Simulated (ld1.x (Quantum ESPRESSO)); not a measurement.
## lithium: excitation energies, all-electron against ultrasoft

- Element: lithium
- Generator: ld1.x (Quantum ESPRESSO) 7.5
- Type: ultrasoft
- Functional: LDA (PZ)
- Relativity: scalar-relativistic
- Frozen core: [He]
- Valence charge: 1
- Reference configuration: 2s1 2p0
- Partial waves: 2s (bound): rcut 2.65, rcutus 2.95 bohr; 2s channel at 0.1 Ry: rcut 2.65, rcutus 2.95 bohr; 2p (bound, empty): rcut 3.85, rcutus 4.50 bohr; 2p channel at 1.75 Ry: rcut 3.85, rcutus 4.50 bohr; 3d channel at 0.45 Ry: rcut 3.85, rcutus 4.60 bohr
- Local potential: all-electron potential smoothed inside 3.78 bohr (lloc = -1)
- Core correction: Bessel-smoothed model core, default radius (core density twice the valence density)
- Augmentation charge: PSQ, radius 2.75 bohr

Energies are relative to the spin-unpolarised reference configuration 2s1 2p0; without spin polarisation the order of configurations can differ from experiment. Spin-polarised rows fill each open shell by Hund’s rule, majority spin first.

```
     valence configuration  charge  ΔE all-electron (eV)  error AE − PS (meV)
                 2s0.5 2p0    +0.5                 2.045                 -0.3
                   2s0 2p1       0                 1.754                 -0.2
  2s1 2p0 (spin-polarised)       0                -0.233                 -0.8
2s0.5 2p0 (spin-polarised)    +0.5                 1.953                 -0.7
```

Levels in the configuration 2s0 2p1:

```csv
level,all-electron (eV),pseudo (eV)
2p,-1.583,-1.583
```
